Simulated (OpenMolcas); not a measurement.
# N I: input and output

Input:

```
&GATEWAY
Coord
1

N 0.0 0.0 0.0
Basis=ANO-RCC-VQZP
Group=XYZ
NoMove
AngMom=0.0 0.0 0.0
AMFI
&SEWARD
* reference wave functions (RASSCF and RASSI steps not shown): 5 electrons in 4 orbitals (2s 2p)
>>> COPY JOB001 $Project.JobIph
&CASPT2
Multistate=1 1
Frozen=0 0
IPEA=0.0
Imaginary=0.1
MaxIter=60
WThr=0.0 0.3 0.05
PrWF=0.5
NoMix
>>> COPY JOB002 $Project.JobIph
&CASPT2
Multistate=8 1 2 3 4 5 6 7 8
Frozen=0 0
IPEA=0.0
Imaginary=0.1
MaxIter=60
WThr=0.0 0.3 0.05
PrWF=0.5
NoMix
>>> COPY JOB003 $Project.JobIph
&CASPT2
Multistate=3 1 2 3
Frozen=0 0
IPEA=0.0
Imaginary=0.1
MaxIter=60
WThr=0.0 0.3 0.05
PrWF=0.5
NoMix
```

Output, cut to the results:

```
--- CASPT2 ---
Orbital specifications:
      -----------------------

      Symmetry species                           1   2
                                                ag  au
      Frozen orbitals                            0   0
      Inactive orbitals                          1   0
      Active orbitals                            1   3
      Secondary orbitals                        27  23
      Deleted orbitals                           0   0
      Number of basis functions                 29  26
Type of calculation                        SS-CASPT2
      Fock operator                              state-specific
      IPEA shift                                 0.00
      Real shift                                 0.00
      Imaginary shift                            0.10
      The input orbitals will be transformed to quasi-canonical
Reference energy:         -54.4300902329
      E2 (Non-variational):      -0.1362052526
      Shift correction:          -0.0001767097
      E2 (Variational):          -0.1363819624
      Total energy:             -54.5664721953
      Residual norm:              0.0000002881
      Reference weight:           0.96241
      Contributions to the CASPT2 correlation energy
      Active & Virtual Only:         -0.1197021228
      One Inactive Excited:          -0.0088297026
      Two Inactive Excited:          -0.0076734272
::    CASPT2 Root  1     Total energy:    -54.56647220
--- CASPT2 ---
Orbital specifications:
      -----------------------

      Symmetry species                           1   2
                                                ag  au
      Frozen orbitals                            0   0
      Inactive orbitals                          1   0
      Active orbitals                            1   3
      Secondary orbitals                        27  23
      Deleted orbitals                           0   0
      Number of basis functions                 29  26
Type of calculation                        MS-CASPT2
      Fock operator                              state-specific
      IPEA shift                                 0.00
      Real shift                                 0.00
      Imaginary shift                            0.10
      The input orbitals will be transformed to quasi-canonical
Reference energy:         -54.3253053778
      E2 (Non-variational):      -0.1522949047
      Shift correction:          -0.0002092719
      E2 (Variational):          -0.1525041766
      Total energy:             -54.4778095544
      Residual norm:              0.0000001070
      Reference weight:           0.95704
      Contributions to the CASPT2 correlation energy
      Active & Virtual Only:         -0.1362278022
      One Inactive Excited:          -0.0083855623
      Two Inactive Excited:          -0.0076815402
Reference energy:         -54.3253053778
      E2 (Non-variational):      -0.1522949091
      Shift correction:          -0.0002092720
      E2 (Variational):          -0.1525041811
      Total energy:             -54.4778095589
      Residual norm:              0.0000001071
      Reference weight:           0.95704
      Contributions to the CASPT2 correlation energy
      Active & Virtual Only:         -0.1362278066
      One Inactive Excited:          -0.0083855623
      Two Inactive Excited:          -0.0076815402
::    CASPT2 Root  1     Total energy:    -54.47780955
::    CASPT2 Root  2     Total energy:    -54.47780956
::    CASPT2 Root  3     Total energy:    -54.47780956
::    CASPT2 Root  4     Total energy:    -54.47780955
::    CASPT2 Root  5     Total energy:    -54.47780955
::    CASPT2 Root  6     Total energy:    -54.43457959
::    CASPT2 Root  7     Total energy:    -54.43457959
::    CASPT2 Root  8     Total energy:    -54.43457959
::    MS-CASPT2 Root  1     Total energy:    -54.47780956
::    MS-CASPT2 Root  2     Total energy:    -54.47780956
::    MS-CASPT2 Root  3     Total energy:    -54.47780955
::    MS-CASPT2 Root  4     Total energy:    -54.47780955
::    MS-CASPT2 Root  5     Total energy:    -54.47780955
::    MS-CASPT2 Root  6     Total energy:    -54.43457959
::    MS-CASPT2 Root  7     Total energy:    -54.43457959
::    MS-CASPT2 Root  8     Total energy:    -54.43457959
--- CASPT2 ---
Orbital specifications:
      -----------------------

      Symmetry species                           1   2
                                                ag  au
      Frozen orbitals                            0   0
      Inactive orbitals                          1   0
      Active orbitals                            1   3
      Secondary orbitals                        27  23
      Deleted orbitals                           0   0
      Number of basis functions                 29  26
Type of calculation                        MS-CASPT2
      Fock operator                              state-specific
      IPEA shift                                 0.00
      Real shift                                 0.00
      Imaginary shift                            0.10
      The input orbitals will be transformed to quasi-canonical
Reference energy:         -54.0164480368
      E2 (Non-variational):      -0.1467225837
      Shift correction:          -0.0005360595
      E2 (Variational):          -0.1472586432
      Total energy:             -54.1637066800
      Residual norm:              0.0000001659
      Reference weight:           0.94222
      Contributions to the CASPT2 correlation energy
      Active & Virtual Only:         -0.1293179449
      One Inactive Excited:          -0.0093288102
      Two Inactive Excited:          -0.0080758286
Reference energy:         -54.0164480368
      E2 (Non-variational):      -0.1467225837
      Shift correction:          -0.0005360595
      E2 (Variational):          -0.1472586432
      Total energy:             -54.1637066800
      Residual norm:              0.0000001659
      Reference weight:           0.94222
      Contributions to the CASPT2 correlation energy
...
```

Levels above the lowest, from the spin-orbit matrix with the single-state CASPT2 energies, averaged by term, on its diagonal:

```json
{"Configuration": "2s² 2p³", "Term": "⁴S°", "J": "3/2", "E (cm⁻¹)": "0.0", "Measured (cm⁻¹)": "0.0", "Term weight %": "100"}
{"Configuration": "2s² 2p³", "Term": "²D°", "J": "3/2", "E (cm⁻¹)": "19459", "Measured (cm⁻¹)": "19233", "Term weight %": "100"}
{"Configuration": "2s² 2p³", "Term": "²D°", "J": "5/2", "E (cm⁻¹)": "19459", "Measured (cm⁻¹)": "19224", "Term weight %": "100"}
{"Configuration": "2s² 2p³", "Term": "²P°", "J": "3/2", "E (cm⁻¹)": "28947", "Measured (cm⁻¹)": "28839", "Term weight %": "100"}
{"Configuration": "2s² 2p³", "Term": "²P°", "J": "1/2", "E (cm⁻¹)": "28950", "Measured (cm⁻¹)": "28839", "Term weight %": "100"}
{"Configuration": "2s 2p⁴", "Term": "⁴P", "J": "5/2", "E (cm⁻¹)": "88360", "Measured (cm⁻¹)": "88107", "Term weight %": "100"}
{"Configuration": "2s 2p⁴", "Term": "⁴P", "J": "3/2", "E (cm⁻¹)": "88421", "Measured (cm⁻¹)": "88151", "Term weight %": "100"}
{"Configuration": "2s 2p⁴", "Term": "⁴P", "J": "1/2", "E (cm⁻¹)": "88458", "Measured (cm⁻¹)": "88171", "Term weight %": "100"}
```

Against the 7 measured excited levels shown (NIST Handbook of Basic Atomic Spectroscopic Data) the mean absolute deviation is 210 cm-1; the largest miss in energy is 2s 2p⁴ ⁴P_1/2: computed 88458, measured 88171 cm⁻¹ (+0.3 %), and the largest in proportion 2s² 2p³ ²D°_5/2 (+1.2 %).

Computed and measured levels are paired by configuration, term and J; levels that our copy of the source lacks, or whose pairing is in doubt (as where it misses far off the trend of its configuration), stay unpaired and out of the deviations. Levels of configurations outside the active space are missing. The first state left out of the spin-orbit step lies near 140000 cm-1 above the lowest spin-free state of the reference (among the parities and spins computed), and the list stops at four fifths of that energy or lower.

The term weight is that of the spin-free term in the level, not the purity of its configuration. ° marks odd parity.
